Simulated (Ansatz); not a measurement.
A nudged elastic band was laid between two geometries of H3P + H5NOSi (12 atoms, charge 0, multiplicity 1).

Computed with Ansatz, RKS PBE0-D4/def2-SVP.

* movable images: 5
* climbing image: yes
* spring: 5.0 eV/Å²
* optimiser: quadratic models (default)
* start path: straight line
* force threshold: 0.05 eV/Å
* iteration limit: 60
* end points: relaxed

First end point:

```xyz
12
Properties=species:S:1:pos:R:3
Si -1.097 0.189 1.321
N -0.540 -1.188 0.420
H -1.619 -0.110 2.686
H -2.202 0.743 0.476
O 0.154 1.242 1.587
H 1.928 -0.693 -1.486
P 1.384 0.621 -1.517
H -1.195 -1.660 -0.195
H 0.084 -1.859 0.855
H 0.685 1.408 0.792
H 0.254 0.262 -2.303
H 2.165 1.045 -2.636
```

Last end point:

```xyz
12
Properties=species:S:1:pos:R:3
Si -1.004 0.834 0.364
N 1.500 -1.792 0.516
H -1.593 -0.494 0.685
H -2.032 1.898 0.589
O 0.294 1.003 1.406
H 1.805 -1.543 -0.423
P -0.316 1.052 -1.781
H 0.602 -2.262 0.414
H 1.316 -0.919 1.011
H 0.792 1.825 1.349
H -1.588 0.668 -2.306
H 0.225 -0.268 -1.825
```

Problem. What changes between the two ends?

Solution. Bonds broken: Si1–N2, H6–P7. Bonds formed: Si1–P7, N2–H6. H3P + H5NOSi becomes H3N + H5OPSi.

Problem. Give the energies along the band, and the barrier.

Solution. It converged. The highest image is number 3 of 0 to 6, 33.8 kcal/mol above the first end and 23.6 kcal/mol above the last; the last end lies 10.1 kcal/mol above the first. Neighbouring images differ by up to 1.3 eV, so the band resolves the path poorly. Another band between the same ends (5 images) ends at a top of the same energy, where a vibrational analysis finds 1 clearly imaginary mode. The orbitals stay closed-shell, which can raise the energy where a bond breaks towards radicals; this wasn't checked here.

```json
{"image": "0", "path coordinate (Å)": "0.00", "energy (kcal/mol)": "0.0", "Si1–N2 (Å)": "1.74", "H6–P7 (Å)": "1.42", "Si1–P7 (Å)": "3.79"}
{"image": "1", "path coordinate (Å)": "1.27", "energy (kcal/mol)": "1.1", "Si1–N2 (Å)": "1.73", "H6–P7 (Å)": "1.42", "Si1–P7 (Å)": "3.83"}
{"image": "2", "path coordinate (Å)": "2.54", "energy (kcal/mol)": "4.3", "Si1–N2 (Å)": "1.74", "H6–P7 (Å)": "1.44", "Si1–P7 (Å)": "3.51"}
{"image": "3", "path coordinate (Å)": "3.81", "energy (kcal/mol)": "33.8", "Si1–N2 (Å)": "1.90", "H6–P7 (Å)": "2.20", "Si1–P7 (Å)": "2.99"}
{"image": "4", "path coordinate (Å)": "5.60", "energy (kcal/mol)": "24.3", "Si1–N2 (Å)": "2.52", "H6–P7 (Å)": "3.01", "Si1–P7 (Å)": "2.33"}
{"image": "5", "path coordinate (Å)": "7.39", "energy (kcal/mol)": "12.8", "Si1–N2 (Å)": "3.70", "H6–P7 (Å)": "3.47", "Si1–P7 (Å)": "2.27"}
{"image": "6", "path coordinate (Å)": "9.19", "energy (kcal/mol)": "10.1", "Si1–N2 (Å)": "3.63", "H6–P7 (Å)": "3.62", "Si1–P7 (Å)": "2.26"}
```

Problem. What is the geometry of the highest image?

Solution. 
```xyz
12
Properties=species:S:1:pos:R:3
Si -0.719 0.250 0.973
N 0.113 -1.312 0.282
H -1.224 -0.357 2.244
H -1.899 0.526 0.120
O 0.334 1.386 1.526
H 0.383 -0.855 -0.660
P 0.544 1.134 -1.584
H -0.487 -2.139 0.199
H 0.963 -1.563 0.795
H 0.700 1.873 0.766
H -0.368 0.674 -2.584
H 1.659 0.383 -2.077
```

The run took 5.9 min on 2 threads of Intel(R) Xeon(R) 6975P-C (Granite Rapids) (shared host), peak memory 0.27 GiB.
